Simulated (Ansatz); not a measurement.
Cost and result for the atomization energy of `[CH3][Au-][P+](F)(F)F` (9 atoms, 8 bonds).

```xyz
9

C    -1.478   -1.682   -0.242
Au   -0.130   -0.149   -0.022
P     1.335    1.519    0.218
F     2.695    1.217    0.898
F     0.914    2.759    1.049
F     1.851    2.240   -1.054
H    -2.457   -1.390    0.145
H    -1.142   -2.568    0.303
H    -1.587   -1.947   -1.296
```

Charge 0, multiplicity 1. Correlated methods include outer-core shells of Au, which these sets cover unevenly. Au: def2 effective core potential. All single points use the PBE0-D4/def2-TZVP geometry. It is one conformer, not always the lowest. Program: Ansatz. All runs use 4 threads of an Arm Neoverse V1 on a shared host. Times are those of one run each, without the atoms' runs, and a repeat can differ threefold. Electronic energies, without spin–orbit coupling; frozen cores. CCSD(T)/CBS adds CCSD(T) − MP2 in def2-TZVPP to the MP2 limit, and its time is that of the two runs behind it. T1 = 0.014. With those shells the extrapolation isn't a true limit. HSE06 is the plane-wave form, built on full-range PBE exchange.

CCSD(T)/CBS is a level of theory with its own doubt, some kJ/mol a heavy atom from the limit and from the frozen cores, so smaller differences don't rank the functionals.

```tsv
level	functions	wall time	atomization (kcal/mol)	difference from CCSD(T)/CBS	per bond
BLYP-D4/def2-TZVPP	264	2.9 s	763.9	-7.0	-0.9
PBE0-D4/def2-TZVPP	264	3.9 s	758.0	-12.9	-1.6
HSE06-D4/def2-TZVPP	264	4.3 s	758.8	-12.1	-1.5
BHLYP-D4/def2-TZVPP	264	5.5 s	720.4	-50.5	-6.3
CAM-B3LYP-D4/def2-TZVPP	264	5.5 s	765.0	-5.9	-0.7
r2SCAN-D4/def2-TZVPP (with forces)	264	7 s	770.9	0.0	0.0
r2SCANh-D4/def2-TZVPP	264	7 s	761.0	-9.9	-1.2
PBE-QIDH/def2-TZVPP	264	8.5 s	755.0	-15.9	-2.0
ωB97M-V/def2-TZVPP (with forces)	264	17 s	765.6	-5.3	-0.7
CCSD(T)/def2-SVP	121	26 s	684.2	-86.7	-10.8
MP2/def2-QZVPP	476	37 s	793.5	22.6	2.8
CCSD(T)/def2-TZVPP	264	13 min	742.4	-28.5	-3.6
CCSD(T)/CBS(def2)	–	14 min	770.9	0.0	0.0
```

From PBE to PBE0 (25 % exact exchange), in def2-TZVPP and without D4, the atomization energy moves by −26.6 kcal/mol: exact exchange takes away binding that semilocal exchange gives to molecules. At CCSD(T), def2-SVP lies −86.7 kcal/mol from the extrapolated value and def2-TZVPP −28.5 kcal/mol: correlation converges slowly with the basis, and small sets miss more of it in the bonded molecule than in its fragments. In def2-TZVPP, CCSD(T) changes the Hartree–Fock value by +226.7 kcal/mol (the triples alone add +17.6 kcal/mol) and MP2 by +260.1 kcal/mol; breaking electron pairs costs correlation energy, which Hartree–Fock lacks.
